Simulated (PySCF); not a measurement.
Excited states of Br⁵⁺ (bromine, charge +5)

Ground state [Ar] 3d10 4s2, ¹S. Computed with PySCF 2.14 in aug-cc-pVDZ-PP with two added diffuse shells each of s, p, d type with ECP10MDF (7s6p5d, 50 functions), with a scalar-relativistic core potential. Vertical excitation energies in eV without spin-orbit coupling; excited terms of each kind are numbered among those the solver found. Frozen: 3s2 3p6.

| term | leading excitation | EOM-EE-CCSD |
| --- | --- | --- |
| 1 3P° | 4s → p | 13.163 |
| 1 1P° | 4s → p | 19.256 |
| 1 3D | 4s → d | 38.387 |
| 1 1D | 4s → d | 42.150 |
| 1 3S | 4s → s | 44.141 |
| 1 1S | 4s → s | 45.291 |
| 2 3P° | 4s → p | 50.273 |
| 2 1P° | 4s → p | 50.615 |
| 2 3D | 4s → d | 59.391 |
| 2 1D | 4s → d | 59.790 |

Only the lower part of the computed list is shown. Doubly excited terms such as np² are absent. The solver can miss terms.
